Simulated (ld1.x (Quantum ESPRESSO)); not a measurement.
## How hard is this Cs (Z = 55) ultrasoft potential?

ld1.x (Quantum ESPRESSO) 7.5 input, shortened:

```
&input
   title='Cs', zed=55., rel=1, dft='PZ', iswitch=3,
   config='[Xe] 5d1 6s0 6p0'
 /
 &inputp
   pseudotype=3, tm=.true., lloc=-2, rcloc=4.55,
   nlcc=.true., new_core_ps=.true., rcore=2.35,
   which_augfun='PSQ', rmatch_augfun_nc=.true.
 /
6
5S  1  0   2.00   0.00  2.25  2.60  0.0
6S  2  0   0.00   0.00  2.25  2.60  0.0
5P  2  1   6.00   0.00  2.75  3.20  0.0
6P  3  1   0.00   0.00  2.75  3.20  0.0
5D  3  2   1.00   0.00  3.55  4.65  0.0
5D  3  2   0.00   3.15  3.55  4.65  0.0
 &test
   configts(1)='5s2 5p6 5d1 6s0 6p0'
 /
```

The pseudo-atom Hamiltonian at the reference potential is diagonalised in spherical Bessel functions j_l(qr) that vanish at 20 bohr, with q² up to the cutoff. All-electron valence levels (Ry): 5s -1.9811, 6s -0.1702, 5p -1.0060, 6p -0.0705, 5d -0.0456.

Problem. How do the lowest levels (Ry) of each channel move with the cutoff, and are there ghosts?

Solution.

```
cutoff (Ry)     s #1     s #2     p #1     p #2    p #3     d #1    d #2    f #1  Σ f·Δε (mRy)
          8  -1.9808  -0.1684  -1.0057  -0.0669  0.0388  -0.0451  0.0315  0.0523           2.4
         10  -1.9809  -0.1697  -1.0058  -0.0689  0.0366  -0.0451  0.0315  0.0523           1.7
         12  -1.9810  -0.1702  -1.0059  -0.0696  0.0358  -0.0451  0.0315  0.0523           0.9
         15  -1.9811  -0.1703  -1.0060  -0.0697  0.0357  -0.0451  0.0315  0.0523           0.2
         18  -1.9811  -0.1703  -1.0060  -0.0697  0.0357  -0.0451  0.0315  0.0523           0.2
        400  -1.9811  -0.1703  -1.0060  -0.0697  0.0357  -0.0451  0.0315  0.0523           0.0
```

Result: no extra level below or beside the all-electron valence levels (s, p, d, f tested); 10 mRy is reached at 8 Ry and 1 mRy at 12 Ry.
